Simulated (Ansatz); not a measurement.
Reaction (redistribution): `F[SiH]([SiH3])Cl` + `[SiH3][SbH][SiH3]` → `F[SiH]([SiH3])[SiH3]` + `[SiH3][SbH][Cl]`

Computed with Ansatz on PBE0-D4/def2-TZVP structures; ΔE is electronic, products minus reactants. CCSD(T)/CBS is the MP2 limit (def2-TZVPP, def2-QZVPP) plus CCSD(T) − MP2 in def2-TZVPP, frozen cores. Functionals use def2-TZVPP. B3LYP here is the variant with VWN-RPA as its local correlation; programs differ in this. Elements past krypton have def2 core potentials. For Sb outer-core shells are correlated without core-valence functions, which leaves a few kJ/mol of doubt a bond.

```tsv
level	ΔE (kJ/mol)	difference from CCSD(T)/CBS
PBE-D4	78.8	-12.2
B3LYP-D4	80.1	-10.9
r2SCANh-D4	90.1	-0.9
ωB97M-V	92.4	1.4
B2PLYP	87.8	-3.2
PBE0	84.7	-6.3
CAM-B3LYP	82.1	-8.9
RPA@PBE/def2-TZVPP	87.6	-3.4
CCSD/def2-SVP	95.1	4.1
CCSD(T)/def2-TZVPP	94.5	3.5
CCSD(T)/CBS	91.0	0
```

Largest T1 diagnostic among the species: 0.013.

From r2SCAN to r2SCAN0 (25 % exact exchange), in def2-TZVPP and without D4, ΔE moves by +5.7 kJ/mol. At CCSD(T), def2-SVP lies +4.5 kJ/mol from the extrapolated value and def2-TZVPP +3.5 kJ/mol. In def2-TZVPP, CCSD(T) changes the Hartree–Fock value by +8.4 kJ/mol (the triples alone add +1.0 kJ/mol) and MP2 by +21.4 kJ/mol.
